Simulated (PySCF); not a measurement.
**Neon: a sound run and one with changed settings**

Sound run: Ne⁺ [He] 2s2 2p5, Ne²⁺ [He] 2s2 2p4. All numbers are calculated (PySCF 2.14, the non-relativistic Hamiltonian (point nucleus), in def2-TZVP (5s3p2d1f, 31 functions)). In the sound run the correlated levels freeze 1s2. The sound run starts from symmetry-adapted Hartree-Fock orbitals and uses a fine grid where one is needed.

Changed run: basis STO-3G. This setting is unsound on purpose.

```csv
species,method,sound run (hartree),changed run (hartree),converged
Ne⁺,UHF,-127.81851,-126.06147,yes
Ne⁺,BP86,-128.16853,-126.33771,yes
Ne⁺,r2SCAN,-128.13829,-126.33071,yes
Ne⁺,MP2,-128.01175,-126.06147,yes
Ne²⁺,UHF,-126.37482,-124.57400,yes
Ne²⁺,BP86,-126.65253,-124.79819,yes
Ne²⁺,r2SCAN,-126.62654,-124.78703,yes
Ne²⁺,MP2,-126.51509,-124.57400,yes
```

Ionisation energy of Ne⁺:

| method | sound run (eV) | changed run (eV) |
| --- | --- | --- |
| UHF | 39.285 | 40.476 |
| BP86 | 41.253 | 41.892 |
| r2SCAN | 41.137 | 42.006 |
| MP2 | 40.726 | 40.476 |
| SCS-MP2 | 40.713 | 40.476 |

A minimal basis cannot let orbitals breathe on ionisation and holds almost no correlation.

For comparison, NIST gives 40.963 eV between the lowest levels.
